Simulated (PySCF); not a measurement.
**Excited states of La⁵⁵⁺ (lanthanum, charge +55)**

Ground state 1s2, ¹S. All numbers are calculated (PySCF 2.14, the spin-free X2C one-electron Hamiltonian (Gaussian nucleus), in an uncontracted even-tempered set (18 s from 8.32 bohr⁻², ratio 2.5; 9 p from 9.65 bohr⁻², ratio 2.7; 7 d from 10.9 bohr⁻², ratio 2.7; 3 f from 870 bohr⁻², ratio 2.7)). Vertical excitation energies in eV without spin-orbit coupling; excited terms of each kind are numbered among those the solver found. Frozen: nothing.

```csv
term,leading excitation,EOM-EE-CCSD
1 3S,1s → s,33834.4
1 1S,1s → s,33920.6
1 3P°,1s → p,34255.0
1 1P°,1s → p,34306.8
2 3S,1s → s,40241.9
2 1S,1s → s,40264.5
2 3P°,1s → p,40366.2
2 1P°,1s → p,40380.5
1 3D,1s → d,40450.4
1 1D,1s → d,40451.0
2 3D,1s → d,42547.4
2 1D,1s → d,42547.7
```

The spin-orbit splitting of the hole, absent here, rivals or exceeds the spacing of these terms, so the LS terms are model states.

Only the lower part of the computed list is shown. Doubly excited terms such as np² are absent. The solver can miss terms. The 7 highest virtual orbitals were dropped.
